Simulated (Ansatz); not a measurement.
Basis-set extrapolation for `[Cl][K]` (PBE0-D4/def2-TZVP geometry, frozen core, Ansatz 0.2.0). Multiplicity 1, RHF reference. For K the program correlates outer-core shells too, which these sets cover unevenly, so the extrapolated numbers aren't a true limit.

|  | def2-TZVPP | def2-QZVPP |
| --- | --- | --- |
| HF | -1058.746886 | -1058.772861 |
| MP2 correlation | -0.356331 | -0.429231 |
| CCSD(T) correlation | -0.393392 | -0.479024 |

Energies in hartree. Use E(X) = E(∞) + A·exp(−7.88·√X) for Hartree–Fock and E(X) = E(∞) + B·X^(−2.97) for correlation, with X = 3 and 4.

Q: What is the CCSD(T) energy at the basis-set limit?

A: HF limit: -1058.772861 + (-0.025975) × 0.13774 = -1058.77644. Correlation limit: -0.479024 + (-0.085632) × 0.74074 = -0.54246. Total: -1059.31890 hartree, 469.0 kJ/mol below CCSD(T)/def2-TZVPP.
